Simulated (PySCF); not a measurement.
**How methods differ on the ionisation energy of Sb³⁹⁺**

Sb³⁹⁺ [Ne] 3s2 → Sb⁴⁰⁺ [Ne] 3s1 [3s1/2^1, M_J = 1/2], as a difference of total energies. Calculation: PySCF 2.14, in an even-tempered Gaussian basis (18 s from 8.1 bohr⁻², ratio 2.4; 13 p from 11 bohr⁻², ratio 2.4; 4 d from 35 bohr⁻², ratio 2.6; 4 f from 53 bohr⁻², ratio 2.6); the two-component X2C-1e Hamiltonian. Correlated levels: 1s2 frozen; the 48 highest virtual spinors dropped. "Screened" scales the spin-orbit matrix elements by Boettger's factors to mimic the two-electron term; Breit and QED terms are absent.

```csv
method,ionisation energy (eV)
GHF (spin-free),2816.1
GHF (screened spin-orbit),2816.1
GMP2 (screened spin-orbit),2819.5
```

Question: How much does correlation contribute at GMP2 (screened spin-orbit)?

Answer: 2819.5 − (2816.1) = 3.4 eV, measured against GHF (screened spin-orbit).

Breit and QED terms and the two-electron picture change are absent.

For comparison: 2815 ± 4 eV (theoretical estimate listed by NIST; NIST Atomic Spectra Database, ionization energies).
